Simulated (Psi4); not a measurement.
C4H4S, triplet, at a GFN2-xTB geometry (a higher spin typed on purpose: for a closed-shell molecule this is an excited state). Base run: BLYP/STO-3G (Psi4 1.11).

Here is a job for Psi4.
```
memory 2 GB

molecule {
0 3
  C     0.35092478   -1.44730662    0.17002423
  C    -0.95647938   -1.13310453    0.21903019
  C    -1.19845781    0.28467556    0.04537170
  S     0.28246175    1.20363624   -0.18147496
  C     1.19697211   -0.29100648   -0.04441717
  H     0.77466952   -2.42903399    0.27239484
  H    -1.77115108   -1.81720929    0.36782085
  H    -2.14437716    0.78394528    0.04428006
  H     2.26371244   -0.27542949   -0.12095013
}

set basis sto-3g
set reference uks

energy('blyp')
print_variables()
```

Each row names what was changed in the base input (with any setting that the change needs).

```json
[
 {"change": "base", "ΔE vs base (µEh)": "0.0", "SCF cycles": "8", "grid points": "188786", "basis functions": "33"},
 {"change": "basis_guess = true", "ΔE vs base (µEh)": "0.0", "SCF cycles": "8", "grid points": "188786", "basis functions": "33"},
 {"change": "guess = sap", "ΔE vs base (µEh)": "0.0", "SCF cycles": "12", "grid points": "188786", "basis functions": "33"},
 {"change": "d_convergence = 1e-4", "ΔE vs base (µEh)": "0.0", "SCF cycles": "7", "grid points": "188786", "basis functions": "33"},
 {"change": "dft_radial_scheme = multiexp", "ΔE vs base (µEh)": "-1.0", "SCF cycles": "8", "grid points": "201492", "basis functions": "33"},
 {"change": "basis_guess = sto-3g", "ΔE vs base (µEh)": "0.0", "SCF cycles": "1", "grid points": "188786", "basis functions": "33"},
 {"change": "df_basis_scf = cc-pvqz-jkfit", "ΔE vs base (µEh)": "1800", "SCF cycles": "8", "grid points": "188786", "basis functions": "33"},
 {"change": "dft_radial_scheme = mura", "ΔE vs base (µEh)": "-1.3", "SCF cycles": "8", "grid points": "192448", "basis functions": "33"},
 {"change": "scf_type = dfdirj+link", "ΔE vs base (µEh)": "0.0", "SCF cycles": "8", "grid points": "188786", "basis functions": "33"},
 {"change": "diis_max_vecs = 3", "ΔE vs base (µEh)": "0.0", "SCF cycles": "10", "grid points": "188786", "basis functions": "33"},
 {"change": "scf_initial_accelerator = ediis", "ΔE vs base (µEh)": "0.0", "SCF cycles": "8", "grid points": "188786", "basis functions": "33"},
 {"change": "puream = false", "ΔE vs base (µEh)": "96.5", "SCF cycles": "8", "grid points": "188786", "basis functions": "33"},
 {"change": "dft_radial_points = 99", "ΔE vs base (µEh)": "-1.4", "SCF cycles": "8", "grid points": "248462", "basis functions": "33"}
]
```

Open shells are given as the SCF converged; they aren't shown to be the lowest states, and a large step between rows can be another state.
